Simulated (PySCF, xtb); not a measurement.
CH10N2Si2, SMILES NC[SiH2][SiH2]N.

GFN2-xTB in xtb 6.7.1 at its own geometry gives an orbital gap of 3.90 eV and a dipole moment of 2.30 D.

Geometry: B3LYP-D3(BJ)/def2-SVP. The structure was generated by enumeration, and PubChem lists no compound with its InChIKey, so it may never have been made. The values are those of a single conformer.

What does PySCF with PBE/def2-TZVP give? (The exact figures need the calculation; the answer reports its results.)

gap 3.96 eV (levels -5.13 and -1.17 eV), dipole 1.61 D.
